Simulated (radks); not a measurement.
Spherical quantum dot in the effective-mass picture: electrons in a well V = -V0 / (1 + exp((r - R)/a)) with V0 = 59.8, R = 1.3, a = 0.15, with a point charge +1 (a donor) at the centre, all in effective atomic units (hartree* = m*/eps^2 hartree, bohr* = eps/m* bohr), one dielectric constant everywhere. Calculated with a radial shooting solver with Libxc functionals: non-relativistic Kohn-Sham, exchange-only LDA, spin-polarised, spherical densities. Levels are named by radial order and angular momentum (1s, 1p, 1d, 2s, ...), and open shells are averaged over m. Results are scaled to m* = 0.124 and eps = 4.5, for which hartree* = 166.6 meV and bohr* = 1.92 nm.

N = 7, configuration 1s2 1p(up 3, down 2). This is the lowest configuration that the search found. Occupied and some empty levels:

| level | occupation | eigenvalue (meV) | <r> (nm) |
|---|---|---|---|
| 1s up | 1 | -8168.7 | 1.107 |
| 1s down | 1 | -8151.3 | 1.106 |
| 1p up | 3 | -7523.9 | 1.381 |
| 1p down | 2 | -7505.5 | 1.382 |
| 1d up | 0 | -6786.8 | 1.548 |
| 1d down | 0 | -6769.2 | 1.549 |
| 2s up | 0 | -6614.7 | 1.265 |
| 2s down | 0 | -6601.5 | 1.266 |
| 1f up | 0 | -5944.1 | 1.676 |
| 1f down | 0 | -5927.7 | 1.677 |

Energy (meV): total -58947.6, kinetic 5822.0, external -69129, Hartree 5387.4, exchange-correlation -1027.8.
